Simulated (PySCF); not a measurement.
**State search for HgP**

Unrestricted PBE0; PySCF, scalar-relativistic core potentials, basis sets Hg def2-TZVPP with ECP60, P def2-TZVPP. Outer shells of the fragments: Hg 5d10 6s2; P 3s2 3p3.

Followed along the bond (rough minima from three points):

```tsv
2Ms+1	unpaired	⟨S²⟩ at the start	R at minimum (Å)	Te (eV)
4	σ ↑, π ↑↑	3.76	2.84	0.00
2	σ ↓, π ↑↑	1.77	2.64	0.43
2	σ ↑, π ↑↓	1.77	2.69	0.54
2	π ↑	0.76	2.35	0.64
```

Solutions found at the starting distance of 2.440 Å, counted from the lowest of them; the search is not exhaustive and high or unbound solutions are not listed, so other states can lie among these:

```json
{"2Ms+1": "4", "unpaired": "σ ↑, π ↑↑", "term": "⁴Σ⁻", "E (eV)": "0.00", "⟨S²⟩": "3.76", "⟨Lz²⟩": "0.00", "μ (D)": "-0.28"}
{"2Ms+1": "2", "unpaired": "σ ↓, π ↑↑", "term": "mixed", "E (eV)": "0.36", "⟨S²⟩": "1.77", "⟨Lz²⟩": "0.00", "μ (D)": "-0.37"}
{"2Ms+1": "2", "unpaired": "σ ↑, π ↑↓", "term": "mixed", "E (eV)": "0.50", "⟨S²⟩": "1.77", "⟨Lz²⟩": "2.03", "μ (D)": "-0.33"}
{"2Ms+1": "2", "unpaired": "π ↑", "term": "²Π", "E (eV)": "0.53", "⟨S²⟩": "0.76", "⟨Lz²⟩": "1.02", "μ (D)": "-3.22"}
{"2Ms+1": "2", "unpaired": "σ ↑", "term": "mixed", "E (eV)": "1.64", "⟨S²⟩": "0.76", "⟨Lz²⟩": "2.01", "μ (D)": "-0.31"}
{"2Ms+1": "2", "unpaired": "π ↑", "term": "²Π", "E (eV)": "2.97", "⟨S²⟩": "0.76", "⟨Lz²⟩": "1.01", "μ (D)": "3.21"}
{"2Ms+1": "4", "unpaired": "σ ↑↑, π ↑", "term": "⁴Π", "E (eV)": "3.29", "⟨S²⟩": "3.76", "⟨Lz²⟩": "1.02", "μ (D)": "-2.84"}
{"2Ms+1": "4", "unpaired": "π ↑↑↑", "term": "⁴Π", "E (eV)": "3.61", "⟨S²⟩": "3.76", "⟨Lz²⟩": "1.00", "μ (D)": "1.42"}
{"2Ms+1": "4", "unpaired": "π ↑↑↑", "term": "⁴Π", "E (eV)": "8.36", "⟨S²⟩": "3.76", "⟨Lz²⟩": "1.00", "μ (D)": "-1.30"}
{"2Ms+1": "4", "unpaired": "π ↑↑, δ ↑", "term": "⁴Δ", "E (eV)": "8.49", "⟨S²⟩": "3.76", "⟨Lz²⟩": "4.00", "μ (D)": "-1.45"}
```

A term symbol is given only where ⟨S²⟩ and ⟨Lz²⟩ are close to those of a pure state; real π, δ and φ orbitals otherwise mix terms. A positive dipole means Hg(−)P(+).

**Question.** Compare the gap between the two lowest followed solutions at the starting distance with the gap between their minima.

**Answer.** At PBE0 the second solution (Ms = 0.5 of mixed spin, unpaired electrons σ ↓, π ↑↑) lies +0.36 eV from the first (quartet, unpaired electrons σ ↑, π ↑↑) at 2.440 Å and +0.43 eV at the minima; the two curves relax by different amounts, since their minima lie near 2.64 and 2.84 Å.

Spin–orbit coupling is left out. Counting both spins, an empty level lies below a filled one in some of these solutions, because spin and occupation are held.
